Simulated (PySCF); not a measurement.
A PySCF script (with the pyscf-properties extension) for the NMR shieldings of SMILES C(O[Si](C)(C)C)OC=O, C5H12O3Si, on a GFN2-xTB geometry:

```python
import basis_set_exchange as bse
import numpy as np
from pyscf import gto, dft
from pyscf.prop import nmr

atoms = """
C    -1.464494   -0.788498   -1.504976
Si   -0.806132    0.287780   -0.072288
C    -0.678534   -0.758027    1.517784
C    -1.824678    1.864034    0.202930
O     0.661504    0.940554   -0.484314
C     1.755861    0.279254   -0.958522
O     2.028970   -0.911988   -0.223280
C     2.780465   -0.798336    0.866655
O     3.322466    0.182139    1.271267
H    -2.469705   -1.147738   -1.314133
H    -0.834093   -1.659456   -1.664875
H    -1.489871   -0.227193   -2.435355
H    -0.057608   -0.260518    2.258798
H    -1.653850   -0.917366    1.966823
H    -0.241973   -1.735140    1.325955
H    -1.328812    2.532968    0.898736
H    -2.799660    1.621644    0.611354
H    -1.979645    2.410634   -0.721667
H     1.602593   -0.057554   -1.992813
H     2.622018    0.951023   -0.893517
H     2.846259   -1.791272    1.344968
"""
names = dict.fromkeys(["C", "Si", "O", "H"], "pcSseg-1")
basis = {el: gto.basis.parse(bse.get_basis(n, elements=[el], fmt="nwchem")) for el, n in names.items()}
mol = gto.M(atom=atoms, basis=basis, charge=0, verbose=0)
mf = dft.RKS(mol, xc="PBE0")
mf.grids.level = 2
mf.grids.alignment = dft.numint.BLKSIZE   # the property module wants whole blocks of grid points
mf.conv_tol = 1e-9
mf.kernel()

calc = nmr.RKS(mf)   # GIAO
C = mf.mo_coeff
Co = C[:, mf.mo_occ > 0]
resp = mf.gen_response(singlet=True, hermi=2)
def vind(x):   # induced exchange potential for any number of trial vectors
    d = np.einsum("pi,xij,qj->xpq", C, 2 * x.reshape(-1, C.shape[1], Co.shape[1]), Co, optimize=True)
    return np.einsum("xpq,pi,qj->xij", resp(d - d.transpose(0, 2, 1)), C, Co, optimize=True).ravel()
mo1, _ = nmr.rhf.solve_mo1(calc, with_cphf=vind)
sigma = calc.kernel(mo1)
for i, s in enumerate(sigma):   # ppm
    print("%2d %-2s %9.2f" % (i, mol.atom_pure_symbol(i), np.trace(s) / 3))
```

Task: Give the expected output.

Result: 
```
 0 C     188.30
 1 Si    331.36
 2 C     183.85
 3 C     185.96
 4 O     245.83
 5 C     102.95
 6 O      85.61
 7 C      21.83
 8 O    -109.49
 9 H      31.70
10 H      31.21
11 H      31.57
12 H      31.45
13 H      31.79
14 H      31.34
15 H      31.32
16 H      32.05
17 H      31.45
18 H      26.63
19 H      25.21
20 H      23.57
```

These numbers come from an equivalent density-fitted implementation of the same equations, which agrees with the script to about 0.01 ppm for H and up to a few tenths of a ppm for heavy atoms, so last digits may differ.

Size and cost of the density-fitted run: 220 basis functions, 52 s wall time on 1 thread of an Arm Neoverse V1, shared host; peak memory 0.91 GiB.
